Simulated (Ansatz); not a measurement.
Reaction (ligand exchange at a B–C bond): `FCBCF` + H–F → `FBCF` + `CF`

Calculated with Ansatz (gas phase, PBE0-D4/def2-TZVP geometries, no zero-point term in ΔE). CBS: MP2 limit from def2 TZ/QZ plus the TZ coupled-cluster correction, frozen cores. This one scheme is used for every species. DFT in def2-TZVPP. One conformer a species, not always the lowest.

Q: Is it downhill or uphill in electronic energy at CCSD(T)/CBS, and by how much? (Estimate.)

A: The calculation gave: Downhill: ΔE = -1.38 eV.

Q: What do these levels give: PBE, PBE0, CAM-B3LYP, MP2/def2-TZVPP, CCSD/def2-TZVPP, SCS-MP2/def2-QZVPP? (Estimate.)

A: The calculation gave: PBE -1.38, PBE0 -1.39, CAM-B3LYP -1.50, MP2/def2-TZVPP -1.42, CCSD/def2-TZVPP -1.45, SCS-MP2/def2-QZVPP -1.45 eV.

Largest T1 diagnostic among the species: 0.012.

At CCSD(T), def2-SVP lies −0.27 eV from the extrapolated value and def2-TZVPP −0.05 eV. In def2-TZVPP, CCSD(T) changes the Hartree–Fock value by +0.20 eV (the triples alone add +0.01 eV) and MP2 by +0.21 eV. The D4 term adds +0.05 eV with B3LYP and +0.03 eV with PBE0; it sums over pairs of atoms, weighted by their polarisabilities, and B3LYP, whose exchange is more repulsive, gets the larger term.

B3LYP here is the variant with VWN-RPA as its local correlation; programs differ in this.
